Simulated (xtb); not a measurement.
BrPb (SMILES [Br][Pb]), doublet, at a GFN2-xTB geometry (such geometries of metal compounds can be far from the true shape) (the spin is typed, not shown lowest); xtb with GFN2-xTB.

Here is a job for xtb.
```
$ xtb mol.xyz --gfn 2 --uhf 1 --json

# file mol.xyz
2

Pb    -0.00000000    -0.00000000    -0.78589737
Br     0.00000000     0.00000000     1.84124527
```

Predict the main parts of the log of this xtb run.


```
   ID    Z sym.   atoms
    1   82 Pb     1
    2   35 Br     2

           -------------------------------------------------
          |                Calculation Setup                |
           -------------------------------------------------

           -------------------------------------------------
          |                 G F N 2 - x T B                 |
           -------------------------------------------------

          ...................................................
          :                      SETUP                      :
          :.................................................:
          :  # basis functions                  14          :
          :  # atomic orbitals                  13          :
          :  # shells                            5          :
          :  # electrons                        11          :
          :  max. iterations                   250          :
          :  Hamiltonian                  GFN2-xTB          :
          :  restarted?                      false          :
          :  GBSA solvation                  false          :
          :  PC potential                    false          :
          :  electronic temp.          300.0000000     K    :
          :  accuracy                    1.0000000          :
          :  -> integral cutoff          0.2500000E+02      :
          :  -> integral neglect         0.1000000E-07      :
          :  -> SCF convergence          0.1000000E-05 Eh   :
          :  -> wf. convergence          0.1000000E-03 e    :
          :  Broyden damping             0.4000000          :
          :  net charge                          0          :
          :  unpaired electrons                  1          :
          ...................................................

 iter      E             dE          RMSdq      gap      omega  full diag
   1     -6.4100710 -0.641007E+01  0.865E+00    0.00       0.0  T
   2     -6.4110678 -0.996770E-03  0.570E+00    0.00       1.0  T
   3     -6.4117189 -0.651077E-03  0.161E+00    0.00       1.0  T
   4     -6.4118805 -0.161581E-03  0.966E-01    0.00       1.0  T
   5     -6.4121119 -0.231424E-03  0.744E-01    0.00       1.0  T
   6     -6.4121626 -0.506762E-04  0.521E-02    0.00       1.4  T
   7     -6.4121627 -0.139392E-06  0.150E-02    0.00       4.7  T
   8     -6.4121627 -0.602513E-08  0.836E-04    0.00      84.5  T
   9     -6.4121627 -0.115197E-10  0.207E-04    0.00     340.9  T

   *** convergence criteria satisfied after 9 iterations ***

         :::::::::::::::::::::::::::::::::::::::::::::::::::::
         ::                     SUMMARY                     ::
         :::::::::::::::::::::::::::::::::::::::::::::::::::::
         :: total energy              -6.411387057093 Eh    ::
         :: gradient norm              0.000000286519 Eh/a0 ::
         :: HOMO-LUMO gap              0.000000000000 eV    ::
         ::.................................................::
         :: SCC energy                -6.412162702525 Eh    ::
         :: -> isotropic ES            0.027236005281 Eh    ::
         :: -> anisotropic ES          0.002147356329 Eh    ::
         :: -> anisotropic XC         -0.004119051779 Eh    ::
         :: -> dispersion             -0.000994467714 Eh    ::
         :: repulsion energy           0.000775645432 Eh    ::
         :: add. restraining           0.000000000000 Eh    ::
         :: total charge              -0.000000000000 e     ::
         :::::::::::::::::::::::::::::::::::::::::::::::::::::

           -------------------------------------------------
          |                Property Printout                |
           -------------------------------------------------

    * Orbital Energies and Occupations

         #    Occupation            Energy/Eh            Energy/eV
      -------------------------------------------------------------
         1        2.0000           -0.9058307             -24.6489
         2        2.0000           -0.7999185             -21.7669
         3        2.0000           -0.4054629             -11.0332
         4        2.0000           -0.3849360             -10.4746
         5        2.0000           -0.3849360             -10.4746
         6        0.5000           -0.2768896              -7.5345 (HOMO)
         7        0.5000           -0.2768896              -7.5345 (LUMO)
         8                         -0.1025143              -2.7896
         9                          0.0853340               2.3221
        10                          0.0853340               2.3221
        11                          0.0918975               2.5007
        12                          0.0918975               2.5007
        13                          0.1973298               5.3696
      -------------------------------------------------------------
                  HL-Gap            0.0000000 Eh            0.0000 eV
             Fermi-level           -0.3039012 Eh           -8.2696 eV

     #   Z          covCN         q      C6AA      α(0)
     1  82 Pb       0.873     0.406   533.412    51.117
     2  35 Br       0.873    -0.406   196.419    22.597

 Mol. C6AA /au·bohr⁶  :       1356.932777
 Mol. C8AA /au·bohr⁸  :     159609.211221
 Mol. α(0) /au        :         73.713845

Wiberg/Mayer (AO) data.
largest (>0.10) Wiberg bond orders for each atom

 ---------------------------------------------------------------------------
     #   Z sym  total        # sym  WBO       # sym  WBO       # sym  WBO
 ---------------------------------------------------------------------------
     1  82 Pb   0.938 --     2 Br   0.938
     2  35 Br   0.938 --     1 Pb   0.938
 ---------------------------------------------------------------------------

Topologies differ in total number of bonds
Writing topology from bond orders to xtbtopo.mol

molecular dipole:
                 x           y           z       tot (Debye)
 q only:        0.000       0.000      -2.013
   full:        0.000       0.000      -2.980       7.574
molecular quadrupole (traceless):
                xx          xy          yy          xz          yz          zz
 q only:        2.008       0.000       2.008       0.000       0.000      -4.015
  q+dip:        4.083       0.000       4.083       0.000       0.000      -8.165
   full:        3.508      -0.000       3.508       0.000       0.000      -7.016

           -------------------------------------------------
          | TOTAL ENERGY               -6.411387057093 Eh   |
          | GRADIENT NORM               0.000000286519 Eh/α |
          | HOMO-LUMO GAP               0.000000000000 eV   |
           -------------------------------------------------

normal termination of xtb
```
